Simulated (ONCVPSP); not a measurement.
## What one change does to a pseudopotential (ruthenium, ONCV)

```
Element                 : Ru
Generator               : ONCVPSP 4.0.1
Type                    : optimised norm-conserving Vanderbilt (ONCV)
Functional              : LDA (Perdew-Wang 92)
Relativity              : scalar-relativistic
Frozen core             : [Ar] 3d10
Valence charge          : 16
Reference configuration : 4s2 4p6 4d5 (charge +3)
Partial waves           : 4s: rc 1.20 bohr, ncon 4, nbas 7, qcut 6.3 1/bohr, 2 projectors, debl 3.6 Ha; 4p: rc 1.75 bohr, ncon 3, nbas 6, qcut 7.4 1/bohr, 1 projector; 4d: rc 2.10 bohr, ncon 4, nbas 9, qcut 7.3 1/bohr, 2 projectors, debl 2.5 Ha
Local potential         : polynomial inside 1.00 bohr (lpopt 2, dvloc0 0 Ha)
Core correction         : Teter function fitted to the true core (icmod 2), fcfact 0.25
```

In the s channel the program set the typed energies aside and used -4.084, 0.250 Ha.

Change: s: qcut 3.8.

Cutoffs: the cutoffs (Ha) at which the residual kinetic energy of the hardest occupied pseudo-wave falls to 1 and 0.1 mHa per electron; they do not see the model core or the augmentation charge, which bear on the density cutoff. Errors are all-electron minus pseudo energies relative to the spin-unpolarised reference configuration.

Q: Predict the effect on cutoff, ghosts and configuration errors.

A: The potential gets harder (75 Ha and 90 Ha → 86 Ha and 118 Ha); the errors of the 4 common tests hardly move; neither file shows a bound ghost.

```csv
quantity,base,changed
"cutoff, loose",75 Ha,86 Ha
"cutoff, tight",90 Ha,118 Ha
loose cutoff by channel,"s 75 Ha, p 15 Ha, d 19 Ha","s 86 Ha, p 15 Ha, d 19 Ha"
bound ghosts,none,none
GHOST(+) flags under 300 eV,none,none
"error for 4s2 4p6 4d7 5s1, meV [ΔE -56.89 eV]",+35,+35
"error for 4s2 4p6 4d7, meV [ΔE -49.29 eV]",+46,+46
"error for 4s2 4p6 4d6, meV [ΔE -30.85 eV]",+20,+20
"error for 4s2 4p6 4d6 5s1, meV [ΔE -46.57 eV]",+17,+17
s: phases at 1.22 bohr within 0.05 rad from the reference energy up to (Ha; the scan ends near 5),to the end of the scan,to the end of the scan
p: phases at 1.77 bohr within 0.05 rad from the reference energy up to (Ha; the scan ends near 5),-0.8,-0.8
d: phases at 2.14 bohr within 0.05 rad from the reference energy up to (Ha; the scan ends near 5),to the end of the scan,to the end of the scan
"rms error of d²Exc/dni dnj with the model core, mHa",0.67,0.68
```
